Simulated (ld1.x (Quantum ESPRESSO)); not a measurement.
# Before and after: TM potential for magnesium (Mg)

magnesium (Mg), norm-conserving Troullier–Martins (Kleinman–Bylander form), made with ld1.x (Quantum ESPRESSO) 7.5 (BLYP, scalar-relativistic). Core [Ne], reference 3s1.5 3p0.5. Waves: 3s (bound): rc 2.30 bohr; 3p (bound): rc 2.85 bohr. Local part: all-electron potential smoothed inside 2.30 bohr (lloc = -1). Core correction: Bessel-smoothed model core, default radius (core density twice the valence density).

Change: wave 3s (bound): rc 2.30 bohr becomes 3s (bound): rc 1.54 bohr.

Cutoffs: the cutoffs (Ry, on a coarse ladder) from which the occupation-weighted sum of valence levels, in a spherical-Bessel basis at the reference potential, stays within 10 and 1 mRy of its value at 400 Ry; they do not see the model core or the augmentation charge, which bear on the density cutoff. Errors are all-electron minus pseudo energies relative to the spin-unpolarised reference configuration.

**Question.** What does the change do?

**Answer.** The potential gets harder (6 Ry and 18 Ry → 25 Ry and 50 Ry); of the 6 tests that both files solve, the error grows in 4 and shrinks in 0 by more than 15 % and 0.3 meV (median size 1.1 → 1.5 meV); neither file shows a bound ghost. A smaller radius makes the pseudo-wave follow the all-electron one further in, where it bends more sharply, so more plane waves are needed. That the errors move this way runs against the usual rule that smaller radii transfer better.

```csv
quantity,base,changed
"cutoff, loose",6 Ry,25 Ry
"cutoff, tight",18 Ry,50 Ry
loose cutoff by channel (10 mRy a level),"s 6 Ry, p 6 Ry","s 25 Ry, p 6 Ry"
bound ghosts,none,none
"error for 3s2 3p0, meV [ΔE -1.73 eV]",-0.2,-0.5
"error for 3s1 3p0, meV [ΔE 6.17 eV]",+1.7,+2.1
"error for 3s1.5 3p0, meV [ΔE 1.36 eV]",+0.1,+0.2
"error for 3s1 3p1, meV [ΔE 1.80 eV]",-0.5,-0.8
"error for 3s0 3p2, meV [ΔE 5.61 eV]",-5.4,-11
"error for 3s0 3p1, meV [ΔE 10.62 eV]",-2.6,-9.0
s: phases at 3.11 bohr within 0.05 rad from the reference energy up to (Ry; the scan ends near 5),1.5,1.2
p: phases at 3.11 bohr within 0.05 rad from the reference energy up to (Ry; the scan ends near 5),1.9,1.9
```
